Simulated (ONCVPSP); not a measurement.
Pseudopotentials across the periodic table

Generated with ld1.x 7.5 (TM, RRKJ, ultrasoft, PAW), atompaw 4.2 or ONCVPSP 4.0.1. The cutoff is in Ry: for ld1.x and atompaw files where the sum of valence levels is converged to 10 mRy in a Bessel basis, for ONCV files where the hardest occupied wave has 1 mHa per electron of residual kinetic energy. The error is the largest all-electron minus pseudo excitation energy over each file’s own four to seven test configurations (ionisations up to +4, promotions, holes and added fractions of an electron), all of which were solved. The labels leave out finer settings (local radius, basis sizes, second energies), which also bear on the numbers. Spin-polarised tests are not counted. The rows are a selection from randomly drawn settings: files with unsolved tests, undetermined cutoffs or missed reference levels are left out.

A true bound ghost makes a file unfit for plane-wave use even where its test errors are small: the radial tests pick states by their node count and pass the ghost by.

| element | potential | cutoff (Ry) | largest error (meV) | bound ghosts |
| --- | --- | --- | --- | --- |
| Be | ONCV, LDA (Perdew-Wang 92), scalar-relativistic, rc 0.75/4.00 (sp), local smoothed, core correction no, reference 1s2 2s1.5 2p0.5, qcut 20.5/3.5, projectors 2/2 | 239 | -182 | none |
| Ni | ONCV, LDA (Perdew-Zunger), scalar-relativistic, rc 1.40/0.75/1.50 (spd), local smoothed, core correction yes, reference 3s2 3p6 3d8 4s2, qcut 9.1/10.4/10.3, projectors 3/1/2 | 192 | +64 | none |
| Ge | ONCV, LDA (Perdew-Wang 92), scalar-relativistic, rc 1.60/1.75/1.05/1.85 (spdf), local smoothed, core correction yes, reference 3d10 4s2 4p1.5, qcut 4.1/4.9/17.6/6.2, projectors 2/1/1/1 | 218 | -30 | s |
| Ge | ONCV, BLYP, scalar-relativistic, rc 1.15/0.95/0.95 (spd), local d, core correction yes, reference 3s2 3p6 3d10 4s2 4p2, qcut 9.5/16.4/15.9, projectors 2/2/0 | 213 | -5.4 | none |
| Rh | ONCV, PBE, scalar-relativistic, rc 1.40/1.80/2.10 (spd), local smoothed, core correction no, reference 4s2 4p6 4d8 5s0.75, qcut 6.9/6.6/7.2, projectors 2/1/2 | 41 | +104 | none |
| Ce | ONCV, LDA (Perdew-Zunger), scalar-relativistic, rc 2.45/2.55/2.50/1.15 (spdf), local smoothed, core correction no, reference 4f1 5s2 5p6 5d1 6s1.75, qcut 5.5/4.6/3.9/15, projectors 2/3/2/3 | 183 | +54 | s |

(1) Fill in the row for Zr: ONCV, PBEsol, fully relativistic, rc 2.00/1.65/2.50 (spd), local smoothed, core correction yes, reference 4s2 4p6 4d2 5s2, qcut 4.8/6.5/5.2, projectors 3/3/2.

(2) Fill in the row for Re: ONCV, PBE, scalar-relativistic, rc 1.20/1.90/1.80/0.90 (spdf), local f, core correction no, reference 4f14 5s2 5p6 5d4, qcut 4.4/6.9/4.8/20.3, projectors 3/1/1/0.

Answers

(1) cutoff 30 Ry, largest error +9.1 meV, bound ghosts: none.

(2) cutoff 367 Ry, largest error +12 meV, bound ghosts: s, p, d.
